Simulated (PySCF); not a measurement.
Positional isomers: butadiene chloro+silyl. Isolated molecules, 0 K electronic values unless said otherwise. One relaxed conformer stands for each flexible species; it need not be the lowest. Strings in code marks are SMILES.

All values below come from TPSSh-D3(BJ)/def2-TZVP // CAM-B3LYP-D3(BJ)/def2-TZVP in PySCF. All candidates: neutral, multiplicity 1. Delta-SCF ions had no search for a lower state. Excitations are Tamm–Dancoff values on a coarser integration grid. The basis has no diffuse functions, so Rydberg states are missing or too high.

```json
{
 "LUMO": "-1.89 eV",
 "brightest of the four lowest singlets (TDA)": "5.36 eV",
 "vertical ionisation energy (Delta-SCF)": "8.59 eV"
}
```

Question: Say which member has these values.
A) `C=C(Cl)/C=C/[SiH3]` (Cl–C–C–C torsion 0°)
B) `C=C([SiH3])C(=C)Cl` (Si–C–C–Cl torsion 45°)
C) `C=C/C([SiH3])=C\Cl` (C–C–C–Si torsion 0°)
D) `[SiH3]/C=C/C=C\Cl` (C–C–C–C torsion 180°)

Answer: D, `[SiH3]/C=C/C=C\Cl` (C–C–C–C torsion 180°). The others give `C=C(Cl)/C=C/[SiH3]` (Cl–C–C–C torsion 0°): -1.93 eV, 6.03 eV, 8.83 eV; `C=C([SiH3])C(=C)Cl` (Si–C–C–Cl torsion 45°): -1.63 eV, 6.21 eV, 8.98 eV; `C=C/C([SiH3])=C\Cl` (C–C–C–Si torsion 0°): -1.74 eV, 5.61 eV, 8.69 eV
